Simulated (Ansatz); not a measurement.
One geometry of the cluster NbS4, several levels of theory.

```yaml
crystal:
  periodic: [false, false, false]
  atoms:
    - {symbol: Nb, position_ang: [-0.796726, -0.151871, -0.394459]}
    - {symbol: S, position_ang: [1.325154, 0.331270, 0.657645]}
    - {symbol: S, position_ang: [-1.219979, -2.237479, -0.683653]}
    - {symbol: S, position_ang: [-0.388815, 0.965878, 1.720027]}
    - {symbol: S, position_ang: [1.080365, 1.092192, -1.299570]}
basis:
  gaussian: {orbitals: def2-TZVP, initial_orbitals: start.molden}
magnetization: {spin_polarized: true, initial_magnetization: 1}
hamiltonian: {xc: r2scan, dispersion: d4}
scf: {omitted_lower_state_checks: [starts]}
output: {orbitals: {seedname: orbitals}}
```

The file start.molden holds the orbitals of an earlier run on this structure, at another level or in another basis.

```sh
$ ansatz run in.yaml --threads 4 --pin off --events-out ev --progress --plain --max-ram 4787MiB
```

It prints (some lines left out):

```
Functional definition: r2SCAN
1362 factors; their error is unknown
mean field evaluation 1: about -44894.6301 eV, gradient 7.7e0 eV
mean field evaluation 2: about -44894.7040 eV, gradient 1.7e-1 eV
mean field evaluation 4: about -44894.6801 eV, gradient 4.5e-3 eV
mean field evaluation 8: about -44894.6801 eV, gradient 2.2e-5 eV
mean field evaluation 16: about -44894.6801 eV, gradient 1.2e-5 eV
mean field -44894.68013401 eV, -1649.8490642177 hartree, gradient 8.8e-6 eV, S^2 0.770351; 0 other end points of the search recorded, 0 dependent functions left out
reference -44894.68015448 eV, -1649.8490649701 hartree; 39, 38 occupied and 149, 150 virtual orbitals, 1362 factors
Total energy: -44894.74298577 eV, -1649.8513739774 hartree
Checks for a lower state left out: starts
```

Run time 29 s (4 threads of Arm Neoverse V2 on a shared host), peak host memory 0.65 GiB.

The first input with `hamiltonian: {xc: pbe0, dispersion: d4}` (abridged; 11 s):

```
Functional definition: PBE0
mean field -44881.15537863 eV, -1649.3520386250 hartree, gradient 1.2e-5 eV, S^2 0.766842
Total energy: -44881.40789434 eV, -1649.3613184062 hartree
Checks for a lower state left out: starts
```

As the first input, with `hamiltonian: {xc: pbe, dispersion: d4}`, `output: {forces: true, orbitals: {seedname: orbitals}}` (abridged; 5.5 s):

```
Functional definition: PBE
mean field -44879.18916483 eV, -1649.2797816003 hartree, gradient 3.2e-6 eV, S^2 0.761237
Total energy: -44879.48094260 eV, -1649.2905042360 hartree
Atom 0 force     0.158259     0.734569     0.108476 eV/Å
Atom 1 force    -0.153868     0.120374    -0.072641 eV/Å
Atom 2 force    -0.036295    -0.486889    -0.038611 eV/Å
Atom 3 force     0.052075    -0.179586    -0.074575 eV/Å
Atom 4 force    -0.020172    -0.188469     0.077350 eV/Å
Dipole moment:    -0.178035     0.382426    -0.071964 e Å
Checks for a lower state left out: starts
```

The first input with `hamiltonian: {xc: {name: r2SCANh}, dispersion: d4}` (abridged; 32 s):

```
Functional definition: r2SCANh
mean field -44893.80601967 eV, -1649.8169411081 hartree, gradient 9.7e-6 eV, S^2 0.772006
Total energy: -44893.87703591 eV, -1649.8195509070 hartree
Checks for a lower state left out: starts
```

First input, but with `gaussian: {orbitals: def2-SVP, initial_orbitals: start.molden}`, `correlation: {method: ccsd_t}`, `scf: {omitted_lower_state_checks: [starts, cluster_reference]}` and without the key `hamiltonian` (abridged; 21 s):

```
Functional definition: HF
mean field -44791.51673550 eV, -1646.0578792491 hartree, gradient 3.0e-6 eV, S^2 1.000654
20 core orbitals not correlated: weight in the atoms' cores, before any rotation towards them, 1.000 or more for the frozen orbitals, at most 0.000 for the correlated occupied ones
second order -21.77666434 eV of doubles, -0.00000000 eV of singles
cycle   1  -21.09882440 eV  change    6.8e-1 eV  update   2.4e-1
cycle   2  -22.03635188 eV  change   -9.4e-1 eV  update   1.2e-1
cycle   3  -22.36668820 eV  change   -3.3e-1 eV  update   5.9e-2
cycle   4  -22.42528689 eV  change   -5.9e-2 eV  update   3.1e-2
cycle   5  -22.42936872 eV  change   -4.1e-3 eV  update   1.6e-2
cycle   6  -22.44038270 eV  change   -1.1e-2 eV  update   7.3e-3
cycle   7  -22.44444506 eV  change   -4.1e-3 eV  update   4.0e-3
cycle   8  -22.44763565 eV  change   -3.2e-3 eV  update   1.8e-3
cycle   9  -22.44917528 eV  change   -1.5e-3 eV  update   1.0e-3
cycle  10  -22.44864579 eV  change    5.3e-4 eV  update   5.1e-4
cycle  11  -22.44840211 eV  change    2.4e-4 eV  update   2.5e-4
cycle  12  -22.44867748 eV  change   -2.8e-4 eV  update   1.4e-4
cycle  13  -22.44857245 eV  change    1.1e-4 eV  update   7.4e-5
cycle  14  -22.44869804 eV  change   -1.3e-4 eV  update   4.1e-5
cycle  15  -22.44868533 eV  change    1.3e-5 eV  update   2.1e-5
perturbative correction -1.28654146 eV, -0.0472795266 hartree
Total energy: -44815.25196229 eV, -1646.9301327452 hartree
Checks for a lower state left out: starts, cluster_reference
```

As the first input, with `hamiltonian: {xc: hse06, dispersion: d4}` (abridged; 8.5 s):

```
Functional definition: HSE06
mean field -44880.37705073 eV, -1649.3234356022 hartree, gradient 6.3e-6 eV, S^2 0.767038
Total energy: -44880.61959567 eV, -1649.3323489644 hartree
Checks for a lower state left out: starts
```

Geometry: PBE0-D4/def2-SVP.

In the def2 sets Nb takes a core potential; there is no spin–orbit coupling. HSE06 is defined as in plane-wave codes, on full-range PBE exchange. Correlated methods freeze 20 core orbitals; core or outer-core shells of Nb are correlated, in sets that lack core-valence functions. At CCSD(T)/def2-SVP the charge 0 doublet is spin-contaminated (final ⟨S²⟩ up to 1.00, 0.75 for a pure state). No other spin state of charge 0 was run. Another isomer (doublet) lies 0.09 eV lower at PBE0-D4/def2-TZVP; other spin states weren't run for this one.
